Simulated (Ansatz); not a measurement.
Geometry optimisation, Ansatz, RKS revPBE-D4/def2-SVP.

Input file:

```yaml
crystal:
  periodic: [false, false, false]
  atoms:
    - { symbol: Ge, position_ang: [0.0, 0.0, 0.0] }
    - { symbol: H, position_ang: [1.0763, 0.0, 1.3798] }
    - { symbol: H, position_ang: [1.6596, 0.0, 0.5553] }
    - { symbol: H, position_ang: [-0.73, 1.2648, -0.5162] }
    - { symbol: Cl, position_ang: [-1.0456, -1.8115, -0.7393] }
basis:
  gaussian: { orbitals: def2-SVP }
hamiltonian:
  xc: revpbe
  dispersion: d4
relax:
  f_tol: 0.15
  max_steps: 25
  restrain:
    - { distance: [1, 2], at: 1.86, k: 30.0 }
    - { distance: [0, 1], at: 1.55, k: 30.0 }
    - { distance: [0, 2], at: 1.55, k: 30.0 }
```

Run as:

```bash
$ ansatz run input.yaml --threads 1 --pin off --max-ram 2048MiB --backend cpu --events-out ev --progress --plain --runs-dir out
```

Problem. Where does it end, and by what steps?

Solution. The run converged. The restraints hold the end off the free minimum. After 4 steps the energy has fallen by 3.238 eV (the restraints' own energy left out); H3 moved furthest, 0.55 Å.

```
step  energy less start (eV)  largest force component (eV/Å)  accepted
   0                  0.0000                           2.881       yes
   1                 -1.2779                           2.892       yes
   2                 -2.4687                           2.133       yes
   3                 -3.1741                           1.563       yes
   4                 -3.2375                           1.526       yes
```

```xyz
5
Properties=species:S:1:pos:R:3
Ge 0.150 0.031 0.106
H 0.566 -0.046 1.579
H 1.677 -0.046 0.008
H -0.585 1.278 -0.414
Cl -0.848 -1.763 -0.600
```

Time of the run: 8 s on 1 thread of Arm Neoverse V1, with other jobs on the host, peak memory 0.11 GiB.
